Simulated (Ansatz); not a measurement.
C₂H₄BFO₂, SMILES O=CB(F)OC.

Geometry optimised at ωB97X-D3(BJ)/def2-SVP. The structure was generated by enumeration, and PubChem lists no compound with its InChIKey, so it may never have been made. Other conformers were not sampled.

Two levels are set side by side: PBE/def2-TZVPD (Ansatz, a quantum-chemistry and plane-wave program) and CAM-B3LYP/def2-TZVPD (Ansatz). Energy differences of separate SCF runs at the same geometry; the states with an electron removed or added have multiplicity 2 and 2. Differences are taken from unrounded values.

```tsv
quantity	PBE
vertical ionisation energy (eV)	9.38
vertical singlet–triplet gap (eV)	2.07
```

Q: These are the PBE values. What does CAM-B3LYP give? (The exact figures need the calculation; the answer reports its results.)

A: 
| quantity | CAM-B3LYP | PBE minus CAM-B3LYP |
|---|---|---|
| vertical ionisation energy (eV) | 10.04 | -0.66 |
| vertical singlet–triplet gap (eV) | 2.29 | -0.22 |
